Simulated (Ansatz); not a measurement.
(1) Predict a relaxed structure of SnCl4, charge 0, singlet, at B3LYP-D4/def2-SVP (Ansatz).

Results:

(1) 
```csv
atom,x (Å),y (Å),z (Å)
Sn1,0.0000,0.0000,0.0000
Cl2,-2.1763,-0.3027,-0.7891
Cl3,0.0060,1.6479,1.6538
Cl4,1.3818,0.6608,-1.7619
Cl5,0.7885,-2.0059,0.8972
```
Point group Td (tolerance 0.1 Å). This is one stationary point.

In the def2 sets Sn takes a core potential; there is no spin–orbit coupling.
